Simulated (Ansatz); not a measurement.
`C[N]=[W](=[O])([OH])[Cl]` + HCl → `C[N]=[W](=[O])([Cl])[Cl]` + H₂O at 500 K and 1 bar (ligand exchange at a W–O bond).

Gas-phase electronic energies from Ansatz, PBE0-D4/def2-TZVP geometries. CBS: MP2 limit from def2 TZ/QZ plus the TZ coupled-cluster correction, frozen cores. This one scheme is used for every species. def2 core potentials past Kr. For W outer-core shells are correlated without core-valence functions, which leaves a few kJ/mol of doubt a bond. Each species was taken in one conformer, which may not be the lowest.

```
                   species  CCSD(T)/CBS energy (Eh)  H − E (kJ/mol)  S (J/(mol·K))
`C[N]=[W](=[O])([OH])[Cl]`               -772.41691           211.7          463.6
                       HCl               -460.38127            32.5          201.9
`C[N]=[W](=[O])([Cl])[Cl]`              -1156.43167           177.4          464.1
                       H₂O                -76.37941            73.2          206.3
```

H − E and S are ideal-gas, rigid-rotor, harmonic terms from PBE0-D4/def2-TZVP, for one conformer and one mirror image of each species. 1 Eh = 2625.50 kJ/mol, R = 8.31446 J/(mol·K).

By hand: ΔE, ΔH, ΔS and ΔG.

ΔE = (-1156.43167) + (-76.37941) − (-772.41691) − (-460.38127) = -0.01290 Eh = -33.9 kJ/mol. Δ(H − E) = 177.4 + 73.2 − 211.7 − 32.5 = 6.4, so ΔH = -27.5 kJ/mol. ΔS = 464.1 + 206.3 − 463.6 − 201.9 = 4.9 J/(mol·K). ΔG = -27.5 − 500 × (4.9)/1000 = -29.9 kJ/mol.

By hand: the equilibrium constant, and the temperature at which ΔG would vanish if ΔH and ΔS stayed fixed.

log₁₀ K = −ΔG/(RT ln 10) = 3.1. ΔH and −TΔS have one sign here, so there is no such temperature. One of them is within its doubt of zero, so this could turn.

The number of gas molecules stays the same, so ΔS is small and ΔH decides. A doubt of 5 kJ/mol in ΔE shifts log₁₀ K by 0.5 here. Other conformers and mirror images would add mixing entropy, several J/(mol·K) or more a flexible species. These are equilibria of isolated gas molecules and say nothing of rates. Largest T1 diagnostic: 0.020 (customary marks: 0.02 for closed shells, 0.045 for open ones).
